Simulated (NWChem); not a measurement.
System: PbI cation, singlet; SMILES [Pb+][I]

The following NWChem deck was run.

```
start job
memory heap 200 mb stack 900 mb global 1100 mb
charge 1
geometry units angstroms noautoz
  Pb     0.000000     0.000000    -1.077552
  I      0.000000     0.000000     1.646111
end
basis spherical
  Pb library def2-svp
  I library def2-svp
end
ecp
  I library def2-ecp
  Pb library def2-ecp
end
dft
  xc m06-l
  grid fine
  iterations 150
  mulliken
end
task dft gradient
```

NWChem printed, in part:

```
             Northwest Computational Chemistry Package (NWChem) 7.3.0
             --------------------------------------------------------

 ORDER OF PRIMARY AXIS IS BEING SET TO 4
 C4V symmetry detected

                             Geometry "geometry" -> ""
                             -------------------------

 Output coordinates in angstroms (scale by  1.889725989 to convert to a.u.)

  No.       Tag          Charge          X              Y              Z
 ---- ---------------- ---------- -------------- -------------- --------------
    1 Pb                  82.0000     0.00000000     0.00000000    -1.06928992
    2 I                   53.0000     0.00000000     0.00000000     1.65437308

 Effective nuclear repulsion energy (a.u.)     844.3791776562

      Symmetry information
      --------------------

 Group name             C4v
 Group number             18
 Group order               8
 No. of unique centers     2

                                 NWChem DFT Module
                                 -----------------

 Summary of "ao basis" -> "ao basis" (spherical)
 ------------------------------------------------------------------------------
       Tag                 Description            Shells   Functions and Types
 ---------------- ------------------------------  ------  ---------------------
 Pb                         def2-svp                10       26   4s4p2d
 I                          def2-svp                10       26   4s4p2d

      Symmetry analysis of basis
      --------------------------

        a1         20
        a2          0
        b1          4
        b2          4
        e          24

            General Information
            -------------------
          SCF calculation type: DFT
          Wavefunction type:  closed shell.
          No. of atoms     :     2
          No. of electrons :    46
           Alpha electrons :    23
            Beta electrons :    23
          Charge           :     1
          Spin multiplicity:     1
          Use of symmetry is: on ; symmetry adaption is: on
          Maximum number of iterations: 150
          AO basis - number of functions:    52
                     number of shells:    20
          Convergence on energy requested:  1.00D-06
          Convergence on density requested:  1.00D-05
          Convergence on gradient requested:  5.00D-04

              XC Information
              --------------
                        M06-L Method XC Functional
                         M06-L Exchange Functional  1.000
                       M06-L Correlation Potential  1.000

             Grid Information
             ----------------
          Grid used for XC integration:  fine
          Radial quadrature: Mura-Knowles
          Angular quadrature: Lebedev.
          Tag              B.-S. Rad. Rad. Pts. Rad. Cut. Ang. Pts.
          ---              ---------- --------- --------- ---------
          Pb                  1.80      141          10.0       974
          I                   1.40      141          11.0       974
          Grid pruning is: on
          Number of quadrature shells:   282
          Spatial weights used:  Erf1

      Superposition of Atomic Density Guess
      -------------------------------------

 Sum of atomic energies:        -566.48721315

 Renormalizing density from      47.00 to     46

      Non-variational initial energy
      ------------------------------

 Total energy =    -485.631241
 1-e energy   =   -1044.052069
 2-e energy   =     451.561981
 HOMO         =      -0.639698
 LUMO         =      -0.304396

      Symmetry analysis of molecular orbitals - initial
      -------------------------------------------------

 !! scf_movecs_sym_adapt:    8 vectors were symmetry contaminated

  Symmetry fudging

 !! scf_movecs_sym_adapt:    8 vectors were symmetry contaminated

  Numbering of irreducible representations:

     1 a1          2 a2          3 b1          4 b2          5 e

  Orbital symmetries:

     1 a1          2 a1          3 a1          4 e           5 e
     6 a1          7 e           8 e           9 a1         10 e
    11 e          12 b1         13 b2         14 a1         15 e
    16 e          17 b2         18 b1         19 a1         20 a1
    21 e          22 e          23 a1         24 e          25 e
    26 a1         27 a1         28 a1         29 e          30 e
    31 e          32 e          33 a1

     ---------------------------------------------
      Total Density - Mulliken Population Analysis
     ---------------------------------------------

    Atom       Charge   Shell Charges
 -----------   ------   -------------------------------------------------------
    1 Pb  22    20.42   3.00 -0.94  1.43  0.51  3.38  2.62  0.27  0.10  9.86  0.19
    2 I   25    25.58   1.83  0.23  1.42  0.49  2.88  3.20  3.28  2.24  9.89  0.13

   convergence    iter        energy       DeltaE   RMS-Dens  Diis-err
 ---------------- ----- ----------------- --------- --------- ---------
 d= 0,ls=0.0,diis     1   -490.5041003430 -5.97D+02  7.55D-02  1.24D+00
 d= 0,ls=0.0,diis     2   -487.5681762605  2.94D+00  7.14D-02  8.95D+00
 d= 0,ls=0.0,diis     3   -490.5842278915 -3.02D+00  2.00D-02  2.96D-01
 d= 0,ls=0.0,diis     4   -490.6644778786 -8.02D-02  4.04D-03  3.21D-02
 d= 0,ls=0.0,diis     5   -490.6662257574 -1.75D-03  1.53D-03  1.36D-02
  Resetting Diis
 d= 0,ls=0.0,diis     6   -490.6606006228  5.63D-03  6.49D-04  8.47D-03
 d= 0,ls=0.0,diis     7   -490.6615988511 -9.98D-04  6.90D-03  5.87D-03
 d= 0,ls=0.0,diis     8   -490.6543295278  7.27D-03  4.66D-03  3.81D-02
 d= 0,ls=0.0,diis     9   -490.6640529107 -9.72D-03  5.60D-04  1.51D-04
 d= 0,ls=0.0,diis    10   -490.6640788174 -2.59D-05  2.07D-04  4.40D-05
 d= 0,ls=0.0,diis    11   -490.6640860459 -7.23D-06  4.33D-05  2.12D-06
 d= 0,ls=0.0,diis    12   -490.6640865388 -4.93D-07  1.10D-05  2.65D-07
 d= 0,ls=0.0,diis    13   -490.6640866061 -6.72D-08  1.76D-06  4.16D-09

         Total DFT energy =     -490.664086606066
      One electron energy =    -1056.961376333656
           Coulomb energy =      497.792146387475
    Exchange-Corr. energy =      -38.353703349006
 Nuclear repulsion energy =      106.858846689122

 Numeric. integr. density =       45.999999981753

                  Occupations of the irreducible representations
                  ----------------------------------------------

                     irrep           alpha         beta
                     --------     --------     --------
                     a1                9.0          9.0
                     a2                0.0          0.0
                     b1                2.0          2.0
                     b2                2.0          2.0
                     e                10.0         10.0

                       DFT Final Molecular Orbital Analysis
                       ------------------------------------

 Vector   21  Occ=2.000000D+00  E=-4.624372D-01  Symmetry=a1
              MO Center=  4.0D-15,  3.7D-15,  6.8D-01, r^2= 4.2D+00
   Bfn.  Coefficient  Atom+Function         Bfn.  Coefficient  Atom+Function
  ----- ------------  ---------------      ----- ------------  ---------------
    39      0.528730  2 I  pz                42      0.395881  2 I  pz
    13     -0.376707  1 Pb pz                 3      0.296365  1 Pb s
    36     -0.212058  2 I  pz                 1     -0.178881  1 Pb s
    33     -0.171802  2 I  pz                 4      0.147392  1 Pb s
    10      0.125675  1 Pb pz                 7      0.123048  1 Pb pz

 Vector   22  Occ=2.000000D+00  E=-4.367484D-01  Symmetry=e
              MO Center= -1.2D-15, -1.9D-15,  1.3D+00, r^2= 2.6D+00
   Bfn.  Coefficient  Atom+Function         Bfn.  Coefficient  Atom+Function
  ----- ------------  ---------------      ----- ------------  ---------------
    37      0.515517  2 I  px                40      0.439465  2 I  px
    38      0.259150  2 I  py                41      0.220919  2 I  py
    34     -0.208548  2 I  px                11      0.194625  1 Pb px
    31     -0.168350  2 I  px                35     -0.104837  2 I  py
    12      0.097838  1 Pb py                32     -0.084630  2 I  py

 Vector   23  Occ=2.000000D+00  E=-4.367484D-01  Symmetry=e
              MO Center= -1.2D-16,  3.3D-16,  1.3D+00, r^2= 2.6D+00
   Bfn.  Coefficient  Atom+Function         Bfn.  Coefficient  Atom+Function
  ----- ------------  ---------------      ----- ------------  ---------------
    38      0.515517  2 I  py                41      0.439465  2 I  py
    37     -0.259150  2 I  px                40     -0.220919  2 I  px
    35     -0.208548  2 I  py                12      0.194625  1 Pb py
    32     -0.168350  2 I  py                34      0.104837  2 I  px
    11     -0.097838  1 Pb px                31      0.084630  2 I  px

 Vector   24  Occ=0.000000D+00  E=-3.244696D-01  Symmetry=e
              MO Center= -2.3D-15,  5.9D-16, -7.5D-01, r^2= 3.7D+00
   Bfn.  Coefficient  Atom+Function         Bfn.  Coefficient  Atom+Function
  ----- ------------  ---------------      ----- ------------  ---------------
    12      0.663893  1 Pb py                15      0.356630  1 Pb py
    11     -0.311919  1 Pb px                41     -0.225695  2 I  py
    38     -0.219945  2 I  py                 9     -0.199269  1 Pb py
     6     -0.192841  1 Pb py                14     -0.167557  1 Pb px
    40      0.106039  2 I  px                37      0.103338  2 I  px

 Vector   25  Occ=0.000000D+00  E=-3.244696D-01  Symmetry=e
              MO Center= -1.7D-15, -9.3D-16, -7.5D-01, r^2= 3.7D+00
   Bfn.  Coefficient  Atom+Function         Bfn.  Coefficient  Atom+Function
  ----- ------------  ---------------      ----- ------------  ---------------
    11      0.663893  1 Pb px                14      0.356630  1 Pb px
    12      0.311919  1 Pb py                40     -0.225695  2 I  px
    37     -0.219945  2 I  px                 8     -0.199269  1 Pb px
     5     -0.192841  1 Pb px                15      0.167557  1 Pb py
    41     -0.106039  2 I  py                38     -0.103338  2 I  py

 Vector   26  Occ=0.000000D+00  E=-2.342101D-01  Symmetry=a1
              MO Center=  1.3D-14,  4.0D-15, -4.8D-01, r^2= 5.4D+00
   Bfn.  Coefficient  Atom+Function         Bfn.  Coefficient  Atom+Function
  ----- ------------  ---------------      ----- ------------  ---------------
    13      0.668434  1 Pb pz                16      0.606290  1 Pb pz
    42      0.553253  2 I  pz                39      0.343737  2 I  pz
    30     -0.294161  2 I  s                  3      0.257763  1 Pb s
    29     -0.239236  2 I  s                 10     -0.191958  1 Pb pz
     7     -0.184476  1 Pb pz                 4      0.148979  1 Pb s

     ---------------------------------------------
      Total Density - Mulliken Population Analysis
     ---------------------------------------------

    Atom       Charge   Shell Charges
 -----------   ------   -------------------------------------------------------
    1 Pb  22    21.04   3.01 -0.95  1.49  0.42  3.39  2.63  0.72  0.26  9.71  0.35
    2 I   25    24.96   1.83  0.22  1.36  0.56  2.95  3.11  2.51  2.39  9.81  0.22

     -------------------------------------------
      Total Density - Lowdin Population Analysis
     -------------------------------------------

    Atom       Charge   Shell Charges
 -----------   ------   -------------------------------------------------------
    1 Pb  22    21.22   1.50  0.48  1.19  0.76  3.09  2.69  0.84  0.54  9.34  0.80
    2 I   25    24.78   1.25  0.73  1.07  0.80  2.77  3.17  2.41  2.53  9.49  0.54

     Multipole analysis of the density
     ---------------------------------

     L   x y z        total         alpha         beta         nuclear
     -   - - -        -----         -----         ----         -------
     0   0 0 0      1.000000    -23.000000    -23.000000     47.000000

     1   1 0 0     -0.000000     -0.000000     -0.000000      0.000000
     1   0 1 0     -0.000000     -0.000000     -0.000000      0.000000
     1   0 0 1     -1.556912    -17.630039    -17.630039     33.703166

     2   2 0 0    -35.783186    -17.891593    -17.891593      0.000000
     2   1 1 0     -0.000000     -0.000000     -0.000000      0.000000
     2   1 0 1      0.000000      0.000000      0.000000      0.000000
     2   0 2 0    -35.783186    -17.891593    -17.891593      0.000000
     2   0 1 1      0.000000      0.000000      0.000000      0.000000
     2   0 0 2    -28.527241   -181.350394   -181.350394    334.173548

            General Information
            -------------------
          SCF calculation type: DFT
          Wavefunction type:  closed shell.
          No. of atoms     :     2
          No. of electrons :    46
           Alpha electrons :    23
            Beta electrons :    23
          Charge           :     1
          Spin multiplicity:     1
          Use of symmetry is: on ; symmetry adaption is: on
          Maximum number of iterations: 150
          AO basis - number of functions:    52
                     number of shells:    20
          Convergence on energy requested:  1.00D-06
          Convergence on density requested:  1.00D-05
          Convergence on gradient requested:  5.00D-04

              XC Information
              --------------
                        M06-L Method XC Functional
                         M06-L Exchange Functional  1.000
                       M06-L Correlation Potential  1.000

             Grid Information
             ----------------
          Grid used for XC integration:  fine
          Radial quadrature: Mura-Knowles
          Angular quadrature: Lebedev.
          Tag              B.-S. Rad. Rad. Pts. Rad. Cut. Ang. Pts.
          ---              ---------- --------- --------- ---------
          Pb                  1.80      141          10.0       974
          I                   1.40      141          11.0       974
          Grid pruning is: on
          Number of quadrature shells:   282
          Spatial weights used:  Erf1

          Convergence Information
          -----------------------
          Convergence aids based upon iterative change in
          total energy or number of iterations.
          Levelshifting, if invoked, occurs when the
          HOMO/LUMO gap drops below (HL_TOL):  1.00D-02
          DIIS, if invoked, will attempt to extrapolate
          using up to (NFOCK): 10 stored Fock matrices.

                    Damping( 0%)  Levelshifting(0.5)       DIIS
                  --------------- ------------------- ---------------
          dE  on:    start            ASAP                start
          dE off:    2 iters        150 iters           150 iters

                            NWChem DFT Gradient Module
                            --------------------------

  charge          =   1.00
  wavefunction    = closed shell

  Using symmetry

                         DFT ENERGY GRADIENTS

    atom               coordinates                        gradient
                 x          y          z           x          y          z
   1 Pb      0.000000   0.000000  -2.020665    0.000000   0.000000   0.002152
   2 I       0.000000   0.000000   3.126312    0.000000   0.000000  -0.002152
```

Level: M06-L/def2-SVP with def2 effective core potentials on I, Pb. Low-valent species are run as closed-shell singlets; no triplet was tried in these runs. Coordinates come from a PBE-D3(BJ)/def2-SVP optimisation. def2 effective core potentials on I, Pb; no spin-orbit coupling.
